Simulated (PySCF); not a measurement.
Magnetisability: `[H]/N=C1/C=NCCC1`, C5H8N2

Geometry (Å), atoms numbered from 1 in this order:
```xyz
15

N     2.498    0.438    0.026
C     1.242    0.327    0.079
C     0.435    1.525   -0.217
N    -0.823    1.581   -0.282
C    -1.614    0.396   -0.107
C    -0.858   -0.913   -0.341
C     0.444   -0.895    0.456
H     3.019   -0.408    0.250
H     0.989    2.443   -0.371
H    -2.467    0.485   -0.787
H    -2.011    0.431    0.915
H    -1.477   -1.763   -0.051
H    -0.628   -1.005   -1.406
H     1.028   -1.804    0.289
H     0.219   -0.830    1.526
```

Computed, not measured: PySCF 2.14.0, GIAO CAM-B3LYP/pcSseg-1 magnetisability, rotational g tensor and spin-rotation constants, non-relativistic, gas phase. Geometry: GFN2-xTB.

Question: How diamagnetic is it, and how anisotropic?

Answer: Isotropic -865 × 10⁻³⁰ J/T², or -52.1 × 10⁻⁶ cm³/mol; principal values -1070, -840, -685 × 10⁻³⁰ J/T², anisotropy 335 × 10⁻³⁰ J/T² (root of half the summed squared differences of the principal values). The susceptibility is in cgs units.

Question: Split it along the inertial axes a, b, c into diamagnetic and paramagnetic parts about the centre of mass, with the quadrupole moment.

Answer: 
```csv
axis,χ (10⁻⁶ cm³/mol),diamagnetic (10⁻⁶ cm³/mol),paramagnetic (10⁻⁶ cm³/mol),summed x² of all electrons (Å²),quadrupole Θ (D Å)
a,-42.5,-344.2,301.7,112.8,-1.61
b,-49.9,-546.6,496.7,65.1,-0.67
c,-63.9,-754.7,690.8,16.0,+2.28
```
Anisotropies 2χaa − χbb − χcc = +28.8 and 2χbb − χaa − χcc = +6.6 × 10⁻⁶ cm³/mol. Θ is traceless in Buckingham's convention.

Question: And the rotational g tensor?

Answer: 
| axis | rotational constant (GHz) | g | nuclear part | electronic part |
| --- | --- | --- | --- | --- |
| a | 4.8920 | -0.0787 | 0.6146 | -0.6934 |
| b | 2.6461 | -0.0340 | 0.5835 | -0.6175 |
| c | 1.8264 | -0.0130 | 0.5798 | -0.5928 |

Asymmetric top; isotopes 12C, 1H, 14N; no vibrational averaging.
